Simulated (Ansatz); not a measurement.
Ansatz results at the PBE0-D4/def2-TZVP geometry: HOMO energy (PBE/def2-TZVPP) -6.31 eV; HOMO energy (B3LYP/def2-TZVPP) -7.26 eV; size of the dipole moment (PBE/def2-TZVPP) 1.44 D.

Each molecule was computed in one conformer, which needn't be the lowest.

(1) Which molecule gave them?
A. `[F][GeH2][Cl]`
B. `[Br][GeH2][Br]`
C. `C=C[CH2][Ge]([F])([O]C)[O]C`
D. `C[S][GeH2][Cl]`

## Answers

(1) C. The others give `[F][GeH2][Cl]`: -7.80, -8.95, 2.11; `[Br][GeH2][Br]`: -7.23, -8.24, 1.59; `C[S][GeH2][Cl]`: -6.00, -6.98, 1.72.

B3LYP here is the variant with VWN-RPA as its local correlation; programs differ in this.
